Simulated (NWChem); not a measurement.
Si₂NH₇O; SMILES N[SiH2][SiH2]O

```xyz
11

N     -0.4723     2.4086     0.0248
Si     0.5839     1.0142    -0.0207
Si    -0.5285    -1.0709    -0.0055
O      0.4926    -2.4047    -0.0481
H     -1.0231     2.6140    -0.8016
H     -1.0304     2.5643     0.8572
H      1.4876     1.1009     1.1648
H      1.4151     1.1367    -1.2514
H     -1.3819    -1.2088    -1.2168
H     -1.4448    -1.1157     1.1808
H      1.1508    -2.4556     0.6587
```
Atoms are numbered in this order, from 1.

All runs: NWChem. Coordinates come from a B3LYP/6-31G* (spherical d) optimisation. B3LYP is NWChem's, with the RPA form of VWN correlation. Solvent water, SMD (1 M gas to 1 M solution), gas-phase geometry. Reactions with the solvent are ignored.

```json
[
 {"level": "B3LYP/3-21G", "basis functions": "58", "solvation free energy (kcal/mol)": "-7.5", "cavity-dispersion-structure term (kcal/mol)": "4.2", "dipole in solution (D)": "2.16"},
 {"level": "B3LYP/pcseg-1", "basis functions": "99", "solvation free energy (kcal/mol)": "-5.6", "cavity-dispersion-structure term (kcal/mol)": "4.2", "dipole in solution (D)": "2.09"},
 {"level": "B3LYP/aug-pcseg-1", "basis functions": "163", "solvation free energy (kcal/mol)": "-4.8", "cavity-dispersion-structure term (kcal/mol)": "4.2", "dipole in solution (D)": "1.96"},
 {"level": "B3LYP/pcseg-2", "basis functions": "226", "solvation free energy (kcal/mol)": "-5.3", "cavity-dispersion-structure term (kcal/mol)": "4.2", "dipole in solution (D)": "___"}
]
```

Complete the blanks.


- B3LYP/pcseg-2, dipole in solution (D): 2.02
